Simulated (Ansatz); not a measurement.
`CC[Te]B(O)O` + CH₄ → `C[Te]B(O)O` + ethane  (formal exchange of groups at a Te–C bond)

Isolated molecules relaxed with PBE0-D4/def2-TZVP in Ansatz; ΔE leaves out vibrations. CCSD(T)/CBS is the MP2 limit (def2-TZVPP, def2-QZVPP) plus CCSD(T) − MP2 in def2-TZVPP, frozen cores. This one scheme is used for every species. DFT in def2-TZVPP. B3LYP here is the variant with VWN-RPA as its local correlation; programs differ in this. Elements past krypton have def2 core potentials. For Te outer-core shells are correlated without core-valence functions, which leaves a few kJ/mol of doubt a bond. One conformer a species, not always the lowest.

`CC[Te]B(O)O`:

Cartesian coordinates in Å:
```
C -0.684 -1.672 0.512
C 0.488 -1.333 -0.387
Te 1.810 0.174 0.414
B 0.488 1.858 0.015
O -0.712 1.752 -0.623
O 0.915 3.074 0.433
H -1.317 -0.804 0.708
H -1.309 -2.448 0.057
H -0.339 -2.040 1.480
H 0.174 -0.996 -1.378
H 1.131 -2.199 -0.546
H -0.937 0.862 -0.899
H 0.290 3.773 0.214
```

CH₄:

```xyz
5

C     0.000    0.000    0.000
H     0.291    0.011    1.050
H     0.191    0.979   -0.440
H    -1.061   -0.234   -0.081
H     0.580   -0.755   -0.530
```

`C[Te]B(O)O`:

Cartesian coordinates in Å:
```
C -1.857 -0.007 0.650
Te 0.041 0.504 1.501
B 1.188 0.046 -0.291
O 2.543 0.186 -0.362
O 0.513 -0.399 -1.380
H -2.608 0.158 1.420
H -1.843 -1.052 0.352
H -2.046 0.633 -0.208
H 2.963 0.505 0.437
H 1.104 -0.574 -2.121
```

`CC`:

Cartesian coordinates in Å:
```
C 0.249 -0.141 -0.703
C -0.249 0.141 0.703
H -0.533 0.032 -1.446
H 1.095 0.501 -0.962
H 0.579 -1.177 -0.809
H 0.533 -0.032 1.446
H -1.095 -0.501 0.962
H -0.579 1.177 0.809
```

```
             level  ΔE (eV)
           PBE0-D4     0.07
          B3LYP-D4     0.07
               PBE     0.04
            r2SCAN     0.06
             B3LYP     0.00
CCSD(T)/def2-TZVPP     0.08
     HF/def2-QZVPP    -0.07
     MP2/CBS(def2)     0.11
```

Problem. What does CCSD(T)/CBS give? (An estimate is asked.)

Solution. Computed: +0.08 eV. The listed levels differ from it by -0.01, -0.01, -0.04, -0.02, -0.08, 0.00, -0.15, 0.03 eV.

Largest T1 diagnostic among the species: 0.012.

The D4 term adds +0.07 eV with B3LYP and +0.04 eV with PBE0; it sums over pairs of atoms, weighted by their polarisabilities, and B3LYP, whose exchange is more repulsive, gets the larger term. In def2-TZVPP, CCSD(T) changes the Hartree–Fock value by +0.15 eV (the triples alone add +0.03 eV) and MP2 by +0.18 eV.
